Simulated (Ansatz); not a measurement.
Energy needed to pull apart SiH$_{2}$SeF (SMILES F[SiH][SeH]), doublet, into free ground-state atoms, from the structure below (displaced at random from a GFN2-xTB minimum); no zero-point or spin–orbit terms; open-shell atoms are treated unrestricted, in their ground-state multiplicity.

```json
{"atom": "F1", "x (Å)": "-0.6093", "y (Å)": "-1.5096", "z (Å)": "1.2185"}
{"atom": "Si2", "x (Å)": "-0.8837", "y (Å)": "-0.1160", "z (Å)": "0.3030"}
{"atom": "Se3", "x (Å)": "1.3423", "y (Å)": "0.7433", "z (Å)": "0.2958"}
{"atom": "H4", "x (Å)": "-1.0073", "y (Å)": "-0.7986", "z (Å)": "-1.0218"}
{"atom": "H5", "x (Å)": "1.0961", "y (Å)": "1.8847", "z (Å)": "-0.7867"}
```

Ansatz 0.2.0; basis: def2-TZVPP; cores frozen in the correlated methods; orbitals are unrestricted. Filled d shells of the heavier atoms are correlated. The def2 sets are not built for correlating such inner shells, so the correlated values are less sure here.

```tsv
method	atomization energy (kcal/mol)
PBE-D4	348.4
r2SCAN-D4	344.6
PBE0-D4	336.7
BHLYP-D4	325.1
CAM-B3LYP-D4	339.1
wB97M-V	337.3
HF	?
MP2	?
CCSD	321.0
CCSD(T)	327.7
```

Task: What does HF give? (An estimate is asked for; the value comes from the calculation.)

Result: The calculation gives: 235.3 kcal/mol, which is about 92.4 kcal/mol less than CCSD(T)/def2-TZVPP.

Task: What does MP2 give? (An estimate is asked for; the value comes from the calculation.)

Result: By the calculation: 334.0 kcal/mol, which is about 6.3 kcal/mol more than CCSD(T)/def2-TZVPP.

In triple zeta the MP2 and coupled-cluster atomization energies are still short of their basis limit by a few kcal/mol a bond, whereas those of the functionals are nearly converged, so these differences are not deviations from converged CCSD(T).

The T1 diagnostic stays at or below 0.016. ⟨S²⟩ of the unrestricted Hartree–Fock references: 0.76 (a pure state has 0.75).

For scale, one of the runs: CCSD(T)/def2-TZVPP, 149 basis functions (an equivalent command: `ansatz run in.yaml --threads 8`). The run took 55 s on 8 CPU threads (shared host), with 2.4 GiB of host memory at its peak.
